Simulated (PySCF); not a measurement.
PySCF input file for F2H4OSi2, SMILES F[SiH](O[SiH3])F, PBE-D3(BJ)/def2-SVP. The structure is a stationary point at PBE-D3(BJ)/def2-SVP. The geometry has at least one imaginary mode, so it is a saddle point at that level. The values are those of a single conformer.

```python
import numpy as np
from pyscf import gto, scf, dft, df
from pyscf.hessian import thermo

mol = gto.M(
    atom='''
    Si    2.01360567    0.55776046    0.31768928
    O     0.45965979    0.05089753    0.73358088
    Si   -1.02482823   -0.32225169    0.14748818
    F    -0.90656115   -1.51837038   -0.94375023
    F    -1.64796514    0.95301849   -0.64033398
    H     1.94957118    1.90046069   -0.35240672
    H     2.64489126   -0.44212504   -0.60840564
    H     2.80294981    0.65327047    1.58788024
    H    -1.92683837   -0.72774188    1.24855871
    ''',
    basis='def2-SVP',
    charge=0,
    spin=0,
    max_memory=1600,
    verbose=3,
)
mf = dft.RKS(mol, xc='pbe').density_fit(auxbasis='def2-universal-jkfit')
mf.disp = 'd3bj'
mf.grids.level = 3
mf.conv_tol = 1e-11
mf.max_cycle = 100
mf.kernel()

# [left out here: the lines that compute and print the analytic Hessian (its translational invariance restored by hand, since the grid's response is missing), thermochemistry and intensities]
```

Output:

```
converged SCF energy = -855.525704086471

WARN: DFTD3 does not support analytical Hessian, using finite difference


WARN: Mole.unit (angstrom) is changed to Bohr

Mode                                 0                   1                   2
Irrep
Freq [cm^-1]                      -37.9998             28.6743             73.3245
Reduced mass [au]                   1.0963              5.6046              6.0512
Force const [Dyne/A]               -0.0009              0.0027              0.0192
Char temp [K]                     -54.6733             41.2559            105.4976
Normal mode                   x     y     z       x     y     z       x     y     z
       0  Si                -0.00  0.02  0.00   -0.02  0.07  0.01   -0.08 -0.02 -0.06
       1   O                 0.00 -0.01 -0.00    0.04 -0.12 -0.01   -0.03 -0.02  0.13
       2  Si                -0.00  0.00  0.00    0.00 -0.01 -0.00    0.00 -0.00  0.01
       3   F                -0.02 -0.03  0.03   -0.10 -0.03  0.01    0.08  0.03 -0.01
       4   F                 0.03 -0.00 -0.04    0.10  0.03 -0.01    0.08  0.02 -0.01
       5   H                 0.02  0.26  0.50   -0.18  0.04 -0.05   -0.17 -0.04 -0.10
       6   H                -0.19  0.30 -0.43    0.14  0.12  0.07   -0.17 -0.04 -0.10
       7   H                 0.15 -0.50 -0.05   -0.07  0.22  0.03    0.06  0.03 -0.15
       8   H                -0.01  0.05  0.01   -0.02  0.06  0.01   -0.08 -0.02 -0.06
Mode                                 3                   4                   5
Irrep
Freq [cm^-1]                      285.0598            287.6678            399.3176
Reduced mass [au]                  13.1839              8.8679             11.2903
Force const [Dyne/A]                0.6312              0.4324              1.0607
Char temp [K]                     410.1375            413.8899            574.5291
Normal mode                   x     y     z       x     y     z       x     y     z
       0  Si                -0.02 -0.00 -0.00   -0.00  0.01  0.00   -0.01 -0.00 -0.01
       1   O                -0.03  0.02 -0.09   -0.04  0.15  0.03   -0.02  0.01 -0.12
       2  Si                -0.03 -0.01 -0.04    0.02 -0.06 -0.00   -0.07 -0.03  0.09
       3   F                 0.08 -0.09  0.06   -0.09 -0.03 -0.05    0.05  0.08 -0.01
       4   F                 0.04  0.11  0.09    0.09 -0.01  0.04    0.08 -0.04 -0.02
       5   H                 0.04  0.01  0.01    0.13 -0.00 -0.03    0.07  0.02  0.03
       6   H                 0.02  0.00  0.02   -0.12 -0.08  0.02    0.07  0.02  0.03
       7   H                -0.08 -0.03  0.04    0.02 -0.04 -0.01   -0.11 -0.04  0.06
       8   H                -0.07 -0.03 -0.08    0.05 -0.13 -0.01   -0.06 -0.03  0.09
Mode                                 6                   7                   8
Irrep
Freq [cm^-1]                      582.0817            694.2218            706.5427
Reduced mass [au]                   5.1380              1.1951              1.2110
Force const [Dyne/A]                1.0257              0.3393              0.3562
Char temp [K]                     837.4860            998.8306           1016.5577
Normal mode                   x     y     z       x     y     z       x     y     z
       0  Si                 0.11  0.03 -0.02    0.02 -0.05 -0.01   -0.00  0.01 -0.06
       1   O                -0.01 -0.01  0.08   -0.02  0.07  0.01   -0.01 -0.01  0.07
       2  Si                -0.10 -0.03  0.01   -0.00  0.00  0.00    0.01  0.00  0.00
       3   F                 0.01 -0.03 -0.02   -0.00 -0.00 -0.00   -0.00 -0.00 -0.00
       4   F                -0.01  0.03 -0.02    0.00 -0.00  0.00   -0.01  0.00 -0.00
       5   H                 0.07  0.02 -0.04   -0.62 -0.01  0.14    0.38  0.09  0.08
       6   H                 0.07  0.03 -0.04    0.52  0.35 -0.10    0.38  0.12  0.08
       7   H                 0.21  0.07 -0.08   -0.04  0.13  0.01   -0.59 -0.21  0.33
       8   H                -0.26 -0.06 -0.13    0.01 -0.02 -0.00   -0.03 -0.01 -0.03
Mode                                 9                  10                  11
Irrep
Freq [cm^-1]                      799.6602            802.5096            877.1379
Reduced mass [au]                   1.1862              1.5588              2.8095
Force const [Dyne/A]                0.4469              0.5915              1.2735
Char temp [K]                    1150.5331           1154.6327           1262.0061
Normal mode                   x     y     z       x     y     z       x     y     z
       0  Si                 0.00 -0.00 -0.00    0.01  0.00 -0.00   -0.00 -0.00 -0.00
       1   O                 0.00 -0.01 -0.00   -0.01 -0.00 -0.02    0.03  0.01 -0.03
       2  Si                 0.00 -0.01 -0.00    0.03  0.01 -0.04    0.05  0.00  0.10
       3   F                -0.01  0.03  0.06   -0.02  0.06  0.06   -0.00 -0.07 -0.06
       4   F                -0.01  0.04 -0.04    0.02 -0.08  0.05   -0.04  0.07 -0.05
       5   H                -0.00  0.00  0.00   -0.04 -0.00  0.00   -0.21  0.01  0.06
       6   H                -0.00 -0.00 -0.00   -0.03 -0.02 -0.00   -0.17 -0.14  0.04
       7   H                -0.00  0.01  0.00   -0.02 -0.01  0.01   -0.16 -0.06  0.09
       8   H                 0.23 -0.87 -0.14   -0.57 -0.05 -0.55   -0.35 -0.07 -0.25
Mode                                12                  13                  14
Irrep
Freq [cm^-1]                      911.7431            914.7861            953.5757
Reduced mass [au]                   1.0574              1.0498              7.8683
Force const [Dyne/A]                0.5179              0.5176              4.2154
Char temp [K]                    1311.7954           1316.1735           1371.9831
Normal mode                   x     y     z       x     y     z       x     y     z
       0  Si                -0.01  0.04  0.00    0.01 -0.00  0.04   -0.00  0.00  0.00
       1   O                 0.00 -0.00 -0.00    0.00  0.00 -0.00    0.00 -0.01 -0.00
       2  Si                 0.00 -0.01 -0.00    0.00 -0.00  0.01   -0.04  0.13  0.02
       3   F                -0.00  0.01  0.01    0.00 -0.00 -0.00    0.01 -0.08 -0.06
       4   F                -0.00  0.01 -0.00   -0.00  0.00 -0.00    0.04 -0.08  0.04
       5   H                -0.20 -0.16 -0.34    0.02 -0.30 -0.59   -0.01 -0.01 -0.03
       6   H                 0.28 -0.08  0.30   -0.18  0.38 -0.52    0.02 -0.01  0.03
       7   H                 0.22 -0.73 -0.08   -0.21 -0.08  0.16    0.02 -0.06 -0.01
       8   H                -0.00  0.02  0.00   -0.02 -0.00 -0.01    0.08 -0.27 -0.03
Mode                                15                  16                  17
Irrep
Freq [cm^-1]                      954.2511           1096.1156           2177.1198
Reduced mass [au]                   1.3125              8.3733              1.0237
Force const [Dyne/A]                0.7042              5.9273              2.8589
Char temp [K]                    1372.9548           1577.0663           3132.3907
Normal mode                   x     y     z       x     y     z       x     y     z
       0  Si                -0.07 -0.02  0.02    0.03  0.01 -0.01   -0.01 -0.01  0.02
       1   O                 0.05  0.02 -0.01   -0.20 -0.06 -0.02   -0.00 -0.00 -0.00
       2  Si                 0.01 -0.00  0.03    0.07  0.02  0.03    0.00  0.00  0.00
       3   F                -0.00 -0.02 -0.02    0.00 -0.01 -0.01   -0.00 -0.00 -0.00
       4   F                -0.01  0.02 -0.01   -0.00  0.01 -0.01   -0.00  0.00 -0.00
       5   H                 0.49 -0.03 -0.07    0.13 -0.01 -0.03   -0.03  0.62 -0.30
       6   H                 0.39  0.30 -0.03    0.10  0.08 -0.02    0.29 -0.46 -0.42
       7   H                 0.36  0.14 -0.26    0.14  0.05 -0.09    0.11  0.01  0.17
       8   H                -0.16 -0.03 -0.13    0.04  0.01  0.01    0.00  0.00 -0.01
Mode                                18                  19                  20
Irrep
Freq [cm^-1]                     2184.5466           2200.8554           2296.1686
Reduced mass [au]                   1.0525              1.0470              1.0428
Force const [Dyne/A]                2.9593              2.9879              3.2395
Char temp [K]                    3143.0762           3166.5409           3303.6754
Normal mode                   x     y     z       x     y     z       x     y     z
       0  Si                -0.01  0.04  0.00    0.02  0.00  0.03   -0.00 -0.00 -0.00
       1   O                 0.00 -0.00 -0.00    0.00  0.00 -0.00    0.00  0.00 -0.00
       2  Si                -0.00  0.00  0.00   -0.00 -0.00 -0.00    0.02  0.01 -0.03
       3   F                 0.00 -0.00 -0.00    0.00  0.00  0.00    0.00  0.00  0.00
       4   F                 0.00 -0.00  0.00    0.00 -0.00 -0.00    0.00 -0.00  0.00
       5   H                 0.03 -0.61  0.31   -0.01  0.12 -0.05    0.00  0.01 -0.00
       6   H                 0.29 -0.46 -0.43    0.06 -0.09 -0.07    0.00 -0.00 -0.00
       7   H                -0.00  0.02  0.00   -0.50 -0.06 -0.81    0.01  0.00  0.02
       8   H                 0.00 -0.00 -0.00   -0.01 -0.00  0.01   -0.60 -0.27  0.73
temperature 298.1500 [K]
pressure 101325.00 [Pa]
Rotational constants [GHz] 5.46209 1.75724 1.53430
Symmetry number 1
Zero-point energy (ZPE) 0.04380 [Eh]   114993.189 [J/mol]
                           tot       elec      trans        rot        vib
Entropy [J/mol/K]       350.394      0.000    167.836    114.981     67.577
Cv [J/mol/K]             89.825      0.000     12.472     12.472     64.881
Cp [J/mol/K]             98.139      0.000     20.786     12.472     64.881
Internal energy [J/mol]                      3718.434   3718.434 124653.555
Internal energy [Eh]   -855.47539  -855.52570
Enthalpy [J/mol]                             6197.391   3718.434 124653.555
Enthalpy [Eh]          -855.47445
Gibbs free energy [J/mol]                  -43842.865 -30563.056 104505.385
Gibbs free energy [Eh] -855.51424
mode   freq/cm-1   IR/(km/mol)
   1      -38.00         0.092
   2       28.67         1.150
   3       73.32         2.145
   4      285.06        15.101
   5      287.67         8.891
   6      399.32        60.551
   7      582.08         0.793
   8      694.22        44.152
   9      706.54        46.541
  10      799.66        13.826
  11      802.51        77.228
  12      877.14       226.036
  13      911.74        49.358
  14      914.79        75.230
  15      953.58       218.507
  16      954.25       313.687
  17     1096.12       444.537
  18     2177.12        65.081
  19     2184.55       119.956
  20     2200.86       108.691
  21     2296.17        88.684
max |gradient| / (hartree/bohr): 0.00015705660334731702
APT charges: [ 1.4242 -1.2442  2.0257 -0.5941 -0.5941 -0.2608 -0.2608 -0.2523 -0.2436]
```

The calculation finished and met its thresholds. The end point has an imaginary mode, so it is no minimum.
